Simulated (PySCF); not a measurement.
Geometries of 2 isomers of C7H8, from PBE0-D3(BJ)/def2-SVP geometry optimisation, gas phase in PySCF 2.14.0. One conformer each, no zero-point energy, no frequencies.

Question: Which isomer lies lower at this level?
A.
```xyz
15
angstrom
C      1.877    0.647   -0.223
C      0.437    0.275   -0.024
C     -0.501    1.082    0.845
C     -1.684    0.460    0.787
C     -1.461   -0.724   -0.117
C     -0.387   -0.373   -1.128
C     -0.021   -1.176    0.015
H      2.418    0.661    0.736
H      1.968    1.648   -0.673
H      2.385   -0.068   -0.887
H     -0.229    1.985    1.393
H     -2.623    0.724    1.273
H     -2.243   -1.443   -0.372
H     -0.277   -0.480   -2.208
H      0.479   -2.137    0.148
```
B.
```xyz
15
angstrom
C      1.193   -1.022   -0.126
C      1.478    0.311   -0.204
C      0.587    1.383    0.168
C     -0.760    1.342    0.067
C     -1.457    0.214   -0.633
C     -1.264   -1.015    0.205
C     -0.048   -1.589    0.341
H      2.019   -1.720   -0.300
H      2.512    0.588   -0.434
H      1.052    2.283    0.586
H     -1.357    2.155    0.493
H     -2.522    0.433   -0.785
H     -0.995    0.057   -1.625
H     -2.130   -1.461    0.704
H      0.020   -2.548    0.867
```

Answer: B. That is cycloheptatriene, `C1=CC=CCC=C1`, 34.5 kcal/mol below the other.

```csv
SMILES,atoms numbered as above,E (Eh),relative (kcal/mol),relative (kJ/mol),dipole (D)
C1=CC=CCC=C1,[CH:1]1=[CH:2][CH:3]=[CH:4][CH2:5][CH:6]=[CH:7]1,-270.99950,0.0,0.0,0.32
C[C@@]12C=C[C@H]3[C@@H]1[C@H]32,[CH3:1][C@@:2]12[CH:3]=[CH:4][C@H:5]3[C@@H:6]1[C@@H:7]23,-270.94448,34.5,144.4,0.92
```

As drawn, the higher has a three-membered ring and a quaternary carbon, which the lower lacks.
